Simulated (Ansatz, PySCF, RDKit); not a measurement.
Complex: HF (SMILES F) (first 2 atoms) with PH3 (SMILES P); geometry from B3LYP-D3(BJ)/def2-TZVP.
(charge 0, multiplicity 1):
```xyz
6

F     -1.444    -0.229    -0.244
H     -0.946    -0.051     0.533
P      0.264     0.386     2.427
H     -0.053    -0.232     3.658
H      1.650     0.114     2.490
H      0.357     1.695     2.950
```

Interaction energies are E(AB) − E(A) − E(B) at the monomers' geometry in the complex; basis-set methods are counterpoise corrected. RDKit's UFF carries no charges.

Rows in 6-31G* carry no dispersion term and start afresh at each structure (6-31G* with six Cartesian d functions).

Codes used: Ansatz (Gaussian orbitals); PySCF for 6-31G* rows; RDKit for the force fields. Values without a source in brackets are computed.

One of these levels gives -224.7 meV for the interaction energy. Which?
(A) UFF
(B) HF/aug-cc-pV(T+d)Z
(C) HF/6-31G*
(D) B97M-V/def2-TZVPPD

D, B97M-V/def2-TZVPPD. The others give 590.3 (UFF), -95.8 (HF/6-31G*), -151.3 (HF/aug-cc-pV(T+d)Z)

Ansatz is a first-principles code.
